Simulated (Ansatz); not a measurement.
`CO[SiH](C)S` + CH₃SH → `CS[SiH](C)S` + CH₃OH  (ligand exchange at the Si–O bond)

Gas-phase electronic energies from Ansatz, PBE0-D4/def2-TZVP geometries. CCSD(T)/CBS adds triple-zeta CCSD(T) − MP2 to the extrapolated MP2 energy (def2 sets, frozen cores). This one scheme is used for every species. Each species was taken in one conformer, which may not be the lowest.

`CO[SiH](C)S`:

Cartesian coordinates in Å:
```
C 0.049 0.153 -2.133
O 0.623 -0.138 -0.881
Si -0.090 0.219 0.552
C 1.007 -0.463 1.876
S -2.031 -0.677 0.749
H -0.153 1.225 -2.243
H 0.753 -0.148 -2.910
H -0.888 -0.397 -2.275
H -0.296 1.691 0.643
H 0.645 -0.172 2.865
H 1.034 -1.554 1.826
H 2.026 -0.091 1.751
H -2.679 0.353 0.182
```

CH₃SH:

Cartesian coordinates in Å:
```
C 0.057 -0.318 0.371
S -0.820 0.926 -0.603
H 0.255 -1.215 -0.214
H -0.606 -0.580 1.195
H 0.984 0.078 0.783
H 0.130 1.108 -1.533
```

`CS[SiH](C)S`:

```xyz
13

C     0.390    1.979   -0.512
S     0.382    1.324    1.181
Si   -0.316   -0.653    0.832
C     0.784   -1.651   -0.293
S    -2.237   -0.672   -0.121
H     0.535    3.056   -0.434
H    -0.563    1.782   -1.004
H     1.206    1.554   -1.095
H    -0.388   -1.235    2.196
H     1.791   -1.707    0.124
H     0.845   -1.199   -1.286
H     0.396   -2.667   -0.405
H    -2.826    0.089    0.817
```

CH₃OH:

Cartesian coordinates in Å:
```
C -0.257 0.113 -0.219
O 0.685 0.193 0.825
H -0.752 1.083 -0.278
H -1.023 -0.650 -0.034
H 0.212 -0.089 -1.191
H 1.134 -0.652 0.897
```

| species | CCSD(T)/CBS(def2) energy (Eh) |
| --- | --- |
| `CO[SiH](C)S` | -843.02769 |
| CH₃SH | -438.22835 |
| `CS[SiH](C)S` | -1165.62487 |
| CH₃OH | -115.61712 |

(1) Work out ΔE.

Largest T1 diagnostic among the species: 0.011.

Results:

(1) ΔE = (-1165.62487) + (-115.61712) − (-843.02769) − (-438.22835) = 0.01405 Eh = +0.38 eV.

The D4 term adds −0.07 eV with B3LYP and −0.04 eV with PBE0; it sums over pairs of atoms, weighted by their polarisabilities, and B3LYP, whose exchange is more repulsive, gets the larger term. In def2-TZVPP, CCSD(T) changes the Hartree–Fock value by −0.17 eV (the triples alone add −0.04 eV) and MP2 by −0.22 eV.

B3LYP here is the variant with VWN-RPA as its local correlation; programs differ in this.
